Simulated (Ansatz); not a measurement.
Consider the hydrogen abstraction from the N–H bond: `B[NH][GeH3]` + Cl• → `B[N][GeH3]`• + HCl.

Calculated with Ansatz (gas phase, PBE0-D4/def2-TZVP geometries, no zero-point term in ΔE). CCSD(T)/CBS is the MP2 limit (def2-TZVPP, def2-QZVPP) plus CCSD(T) − MP2 in def2-TZVPP, frozen cores. This one scheme is used for every species, atoms too. Functionals use def2-TZVPP. No spin–orbit coupling; open shells (•) take unrestricted orbitals. Spin–orbit coupling would lower the free atoms: a little for Cl. Bonds to Ge are less sure, by a few kJ/mol each and by 10 to 20 or more in all where they break to atoms, as the def2 sets lack core-valence functions. Scalar relativity is left out up to krypton.

`B[NH][GeH3]`:

```xyz
9

B    -0.144    1.512   -0.475
N    -0.605    0.215   -0.267
Ge    0.363   -1.189    0.459
H     0.982    1.788   -0.169
H    -0.877    2.331   -0.956
H    -1.557    0.004   -0.531
H    -0.349   -1.689    1.727
H     1.754   -0.637    0.778
H     0.433   -2.335   -0.565
```

`B[N][GeH3]`•:

```xyz
8

B     0.599   -1.661    0.123
N     0.103   -0.421    0.039
Ge   -0.484    1.296   -0.092
H     1.454   -2.024   -0.649
H     0.194   -2.425    0.966
H    -0.478    1.911    1.315
H    -1.896    1.302   -0.690
H     0.508    2.023   -1.012
```

HCl:

```xyz
2

Cl    0.545    0.212   -0.259
H    -0.545   -0.212    0.259
```

CCSD(T)/CBS gives +29.2 kJ/mol.

Another level gave -0.6 kJ/mol. Which?
A. B97M-V/def2-TZVPP
B. CCSD(T)/def2-TZVPP
C. r2SCANh-D4/def2-TZVPP
D. B2PLYP/def2-TZVPP

A. B97M-V -0.6, B2PLYP 24.9, r2SCANh-D4 3.5, CCSD(T)/def2-TZVPP 32.9 kJ/mol.

Largest T1 diagnostic among the species: 0.022.

From BLYP to BHLYP (50 % exact exchange), in def2-TZVPP and without D4, ΔE moves by +29.0 kJ/mol. At CCSD(T), def2-SVP lies +14.5 kJ/mol from the extrapolated value and def2-TZVPP +3.6 kJ/mol. Leaving LDA and LC-ωPBE aside and taking each functional with its dispersion term where it has one, the values, not all of them listed here, spread over 34.6 kJ/mol, from PBE-D4 to PBE-QIDH. LDA lies −9.1 kJ/mol from PBE without D4.

CCSD(T)/CBS has its own doubt, a few kJ/mol and more with outer-core shells, so smaller differences from it don't rank the levels.
